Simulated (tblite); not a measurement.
A geometry optimisation, step by step.

Compound: C₃H₉B₂BrN₂.
Atom-mapped SMILES: `[BH2:1][C@@H:2](/[CH:3]=[CH:4]\[Br:5])[B:6]([NH2:7])[NH2:8]` (hydrogens: H9, H10 on B1; H11 on C2; H12 on C3; H13 on C4; H14, H15 on N7; H16, H17 on N8)

Computed with GFN2-xTB (tblite), gas phase: L-BFGS steps from a force-field or distance-geometry start until the largest atomic force falls under 0.01 eV/Å. 7 of its 123 geometries are shown.

Step 0: E = -635.2887 eV, largest atomic force 1.744 eV/Å
```
atom  x, y, z in Å  |  force x, y, z in eV/Å
B1      0.046   -1.717   -1.226   -1.398   0.790  -0.180
C2      0.262   -0.684   -0.036    1.093  -1.226  -0.028
C3      1.603    0.011   -0.172   -0.729   0.244   0.712
C4      2.293    0.509    0.853   -0.350  -0.304  -0.367
Br5     1.733    0.345    2.699    0.266   0.100  -0.679
B6     -0.934    0.372   -0.010   -0.976   0.988  -0.314
N7     -1.065    1.392   -1.137   -0.594  -0.241   1.622
N8     -1.957    0.348    1.116    1.198  -0.924  -0.312
H9     -0.737   -2.593   -1.075    0.501  -0.023   0.109
H10     0.203   -1.346   -2.332    0.454  -0.244   0.174
H11     0.243   -1.290    0.906    0.102   0.707  -0.356
H12     1.982    0.191   -1.172   -0.116  -0.061   0.183
H13     3.222    1.022    0.679    0.112   0.031   0.443
H14    -2.004    1.249   -1.563    0.927   0.391   0.404
H15    -1.066    2.345   -0.691   -0.207  -1.132  -0.733
H16    -1.452    0.468    2.025   -0.727  -0.235  -0.928
H17    -2.379   -0.611    1.125    0.445   1.139   0.248
```

Step 20: E = -636.2831 eV, largest atomic force 1.638 eV/Å
```
atom  x, y, z in Å  |  force x, y, z in eV/Å
B1     -0.079   -1.755   -1.264   -0.479   0.050  -0.148
C2      0.282   -0.811   -0.099   -0.051   0.377  -0.175
C3      1.425    0.148   -0.281    0.137  -0.486  -0.144
C4      2.195    0.540    0.723   -0.290  -0.137   0.134
Br5     1.627    0.129    2.501    0.501   0.126   0.247
B6     -0.983    0.234    0.057    0.238   0.586  -0.251
N7     -0.928    1.369   -0.809   -0.246   0.058   0.647
N8     -1.894    0.210    1.138    0.083  -1.199   1.113
H9     -1.034   -2.452   -1.110    0.571   0.025  -0.133
H10     0.441   -1.633   -2.319   -0.185  -0.122   0.191
H11     0.375   -1.292    0.887   -0.176   0.000  -0.488
H12     1.631    0.553   -1.275    0.016  -0.456   0.305
H13     3.118    1.091    0.674   -0.168   0.190   0.038
H14    -0.977    1.210   -1.800    0.274   0.467   0.138
H15    -1.265    2.262   -0.449   -0.215  -0.516  -0.686
H16    -1.879    0.941    1.848   -0.382  -0.361  -0.498
H17    -2.062   -0.731    1.569    0.373   1.398  -0.289
```

Step 41: E = -637.1732 eV, largest atomic force 0.126 eV/Å
```
atom  x, y, z in Å  |  force x, y, z in eV/Å
B1     -0.153   -1.711   -1.329    0.037  -0.023   0.035
C2      0.238   -0.798   -0.134    0.011   0.023   0.005
C3      1.465    0.028   -0.266    0.032  -0.041   0.022
C4      2.195    0.488    0.739    0.011  -0.022  -0.015
Br5     1.811    0.071    2.559    0.050   0.068  -0.094
B6     -0.938    0.313    0.110   -0.078  -0.028  -0.041
N7     -1.061    1.399   -0.767   -0.019  -0.006  -0.023
N8     -1.747    0.201    1.242    0.029   0.011   0.034
H9     -0.948   -2.558   -1.190   -0.026   0.022   0.092
H10     0.334   -1.588   -2.385    0.020   0.110  -0.056
H11     0.265   -1.348    0.810    0.034  -0.039  -0.046
H12     1.753    0.322   -1.269    0.016   0.003   0.074
H13     3.048    1.137    0.630    0.033  -0.072   0.054
H14    -0.486    1.537   -1.578   -0.039  -0.056   0.002
H15    -1.740    2.128   -0.642   -0.031   0.034   0.017
H16    -2.413    0.900    1.516   -0.084   0.056  -0.027
H17    -1.630   -0.509    1.942    0.004  -0.039  -0.032
```

Step 61: E = -637.2084 eV, largest atomic force 0.040 eV/Å
```
atom  x, y, z in Å  |  force x, y, z in eV/Å
B1     -0.154   -1.635   -1.312   -0.029   0.024  -0.011
C2      0.267   -0.759   -0.101   -0.009  -0.003  -0.003
C3      1.524    0.018   -0.237   -0.001   0.020   0.020
C4      2.290    0.438    0.758   -0.008   0.012   0.031
Br5     1.858    0.142    2.586    0.022  -0.022  -0.022
B6     -0.959    0.313    0.106   -0.001   0.024   0.014
N7     -1.139    1.365   -0.802    0.001   0.000  -0.022
N8     -1.774    0.198    1.235   -0.023   0.005  -0.013
H9     -0.888   -2.534   -1.157    0.002   0.022   0.027
H10     0.219   -1.387   -2.395    0.007   0.011   0.018
H11     0.292   -1.315    0.838    0.015  -0.017  -0.003
H12     1.850    0.274   -1.238   -0.023  -0.016  -0.011
H13     3.207    0.990    0.640   -0.003   0.001   0.003
H14    -0.607    1.471   -1.645    0.024  -0.015  -0.004
H15    -1.821    2.092   -0.676   -0.008  -0.039   0.001
H16    -2.523    0.837    1.439    0.018  -0.002  -0.004
H17    -1.650   -0.496    1.949    0.018  -0.006  -0.020
```

Step 81: E = -637.2146 eV, largest atomic force 0.031 eV/Å
```
atom  x, y, z in Å  |  force x, y, z in eV/Å
B1     -0.178   -1.592   -1.292   -0.014  -0.006   0.001
C2      0.285   -0.749   -0.076   -0.020   0.001  -0.002
C3      1.534    0.035   -0.217    0.005  -0.006   0.008
C4      2.321    0.430    0.771    0.001   0.002   0.023
Br5     1.939    0.070    2.598    0.014  -0.012   0.001
B6     -0.957    0.309    0.103   -0.010   0.007  -0.003
N7     -1.149    1.326   -0.840    0.000   0.014   0.017
N8     -1.783    0.194    1.223    0.001   0.004  -0.015
H9     -0.930   -2.474   -1.132    0.011  -0.004   0.007
H10     0.169   -1.323   -2.377    0.013  -0.003  -0.010
H11     0.313   -1.308    0.860    0.005  -0.003  -0.001
H12     1.833    0.316   -1.219   -0.006   0.010  -0.012
H13     3.233    0.990    0.649    0.005   0.004  -0.005
H14    -0.582    1.433   -1.659    0.002  -0.003  -0.031
H15    -1.865    2.026   -0.759    0.000   0.002   0.003
H16    -2.539    0.827    1.421   -0.005  -0.003  -0.002
H17    -1.653   -0.499    1.936   -0.003  -0.003   0.020
```

Step 102: E = -637.2193 eV, largest atomic force 0.040 eV/Å
```
atom  x, y, z in Å  |  force x, y, z in eV/Å
B1     -0.157   -1.584   -1.260    0.012   0.026   0.015
C2      0.281   -0.723   -0.048   -0.004   0.030   0.025
C3      1.518    0.079   -0.184   -0.005  -0.001  -0.014
C4      2.366    0.391    0.785   -0.003  -0.013  -0.023
Br5     2.131   -0.163    2.589   -0.003   0.007   0.000
B6     -0.978    0.321    0.087   -0.011  -0.001  -0.015
N7     -1.179    1.309   -0.885    0.007   0.009  -0.010
N8     -1.810    0.221    1.203    0.000   0.036  -0.017
H9     -0.896   -2.475   -1.098   -0.007  -0.031   0.002
H10     0.196   -1.314   -2.344    0.013  -0.011  -0.031
H11     0.301   -1.268    0.896    0.017  -0.023  -0.009
H12     1.747    0.456   -1.173    0.007   0.013   0.027
H13     3.258    0.979    0.653    0.000  -0.017  -0.001
H14    -0.642    1.376   -1.728    0.007   0.000   0.019
H15    -1.891    2.014   -0.814   -0.026  -0.006  -0.006
H16    -2.592    0.832    1.367    0.018  -0.015   0.016
H17    -1.661   -0.439    1.943   -0.022  -0.003   0.020
```

Step 122: E = -637.2222 eV, largest atomic force 0.009 eV/Å
```
atom  x, y, z in Å  |  force x, y, z in eV/Å
B1     -0.125   -1.579   -1.243    0.004   0.003   0.001
C2      0.269   -0.691   -0.032    0.002   0.004   0.003
C3      1.505    0.113   -0.164    0.001   0.003  -0.001
C4      2.399    0.348    0.783    0.001  -0.003  -0.007
Br5     2.240   -0.317    2.558    0.000   0.001  -0.001
B6     -1.002    0.337    0.082    0.000  -0.002  -0.001
N7     -1.220    1.300   -0.911    0.001   0.002  -0.002
N8     -1.833    0.255    1.202    0.001   0.002   0.000
H9     -0.834   -2.494   -1.078   -0.008  -0.004  -0.003
H10     0.241   -1.319   -2.325    0.003  -0.002   0.001
H11     0.292   -1.238    0.912    0.001  -0.004   0.000
H12     1.699    0.555   -1.134    0.001  -0.002   0.006
H13     3.296    0.930    0.648    0.001   0.001   0.003
H14    -0.670    1.365   -1.747   -0.005   0.002  -0.001
H15    -1.958    1.980   -0.869    0.000  -0.003  -0.001
H16    -2.619    0.862    1.355   -0.004   0.005   0.001
H17    -1.686   -0.394    1.954    0.002  -0.005   0.001
```

**Question.** Summarise the path.

**Answer.** The energy falls by 44.59 kcal/mol from step 0 to step 122; nine tenths of that is first reached at step 28. It rises by more than 0.2 meV at step 18. The largest force goes from 1.744 to 0.009 eV/Å. Among the bonds B6–N7 changes most, from 1.526 to 1.401 Å; the atoms move by 0.649 Å rms after alignment.

What follows is the cost of the whole relaxation. The run took 0.93 s wall on Arm Neoverse V1, one thread, on a shared host.
